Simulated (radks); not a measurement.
The numbers below are computed, except where a source is named.
Q: The technetium ion Tc2+, [Kr] 4d5. Code: a radial shooting solver on a logarithmic mesh with Libxc functionals. Model: non-relativistic Kohn-Sham, LDA (Slater exchange, Perdew-Wang correlation), spin-polarised, spherical densities, point nucleus. Every spin shell is full or empty, so the densities are truly spherical. Functionals are evaluated on that one density, not self-consistently. Rank these exchange functionals by their error against the exact value of the orbitals, and give that value: LDA, B88, RPBE, PW91, SOGGA, B86b, EV93, SCAN, r2SCAN, Tao-Mo.

A: Exact: -123.965 hartree. From best to worst, with 100 (|E| - |E exact|)/|E exact| (equal figures are ties): B86b 0.00, PW91 -0.02, B88 +0.03, r2SCAN -0.07, EV93 -0.19, SCAN +0.20, RPBE -0.22, Tao-Mo -0.77, SOGGA -2.42, LDA -5.18.
